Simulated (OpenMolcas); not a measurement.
**C+: CASPT2 settings compared**

```yaml
Program: OpenMolcas
Basis: ANO-L-VDZP [3s2p1d]
Scalar_Hamiltonian: non-relativistic, point nucleus
Active_space: 3 electrons in 4 orbitals (2s 2p)
State_averaging: 2S+1 = 4 odd, 1 root; 2S+1 = 2 odd, 8 roots; 2S+1 = 4 even, 3 roots; 2S+1 = 2 even, 9 roots
Spin-orbit_coupling: state interaction with AMFI integrals over the reference wave functions, term energies averaged over their components
```

Methods on the same reference wave functions:
A. CASSCF
B. SS-CASPT2, IPEA 0.4 Eh, imaginary shift 0.1 Eh (closed shells correlated: 1s)
C. SS-CASPT2, IPEA 0.1 Eh, real shift 0.5 Eh (closed shells correlated: 1s)
D. SS-CASPT2, IPEA 0.2 Eh, imaginary shift 0.5 Eh (closed shells correlated: none)

Energies in cm⁻¹ above 2s² 2p ²P°_1/2, the measured ground level; measured values from NIST Handbook of Basic Atomic Spectroscopic Data.

| Level | A | B | C | D | Measured |
| --- | --- | --- | --- | --- | --- |
| 2s² 2p ²P°_1/2 | 0.0 | 0.0 | 0.0 | 0.0 | 0.0 |
| 2s² 2p ²P°_3/2 | 56.6 | 56.6 | 56.6 | 56.6 | 63.4 |
| 2s 2p² ⁴P_1/2 | 37585 | 40180 | 40520 | 40430 | 43003 |
| 2s 2p² ⁴P_3/2 | 37606 | 40200 | 40540 | 40450 | 43025 |
| 2s 2p² ⁴P_5/2 | 37640 | 40240 | 40570 | 40490 | 43054 |
| 2s 2p² ²D_3/2 | 80974 | 77530 | 77090 | 77110 | 74933 |
| 2s 2p² ²D_5/2 | 80974 | 77530 | 77090 | 77110 | 74930 |
| 2s 2p² ²S_1/2 | 102905 | 100930 | 101170 | 101410 | 96494 |
| 2s 2p² ²P_1/2 | 121559 | 116780 | 115690 | 116090 | 110624 |
| 2s 2p² ²P_3/2 | 121598 | 116820 | 115730 | 116130 | 110666 |
| 2p³ ⁴S°_3/2 | 139430 | 141050 | 141230 | 141440 | 142027 |

Deviations, from unrounded energies. A percentage is the sum of absolute deviations over the sum of measured energies, with the sign that they share, or ± where signs differ.

| Against measurement | Levels | A | B | C | D |
| --- | --- | --- | --- | --- | --- |
| mean absolute deviation (cm-1) | 10 | 5900 | 3100 | 2700 | 2900 |
| fine structure of the ground term (%) | 1 | -10.7 | -10.7 | -10.7 | -10.7 |
| other configurations (%) | 9 | ±8.0 | ±4.2 | ±3.7 | ±3.9 |

C, D lie about equally close to measurement and A furthest from it. The largest miss of C in the table is 2s 2p² ²P_1/2, by +5100 cm-1. The ranking rests on the paired levels alone, and a cruder setting can come out closer through cancelling errors.

Among B to D the level of the table that moves most is 2s 2p² ²P_3/2, by 1100 cm-1 (lowest in C, highest in B). Moves below CASPT2's spread within the term are not significant.

The two smallest mean deviations differ by little beside CASPT2's spread within terms, so their order carries little weight.

The lowest spin-free term lies below A's lowest term by 0.021 hartree in B, 0.023 hartree in C, 0.022 hartree in D.

CASPT2 does not keep the components of a term degenerate, so their means are used; among the terms shown or strongly mixed into the levels shown the widest spread is 380 cm-1 (2s 2p² ²D, B). Without dynamic correlation excited terms often stand tens of per cent too high (terms of higher spin than the ground term too low), and those without a measured partner can miss by more than the paired ones (holds for A). Computed and measured levels are paired by configuration, term and J; levels that our copy of the source lacks, or whose pairing is in doubt (as where it misses far off the trend of its configuration), stay unpaired and out of the deviations. Only configurations of the active space appear. The table leaves out levels that lie high or whose names do not pair safely across all columns.

° marks odd parity.
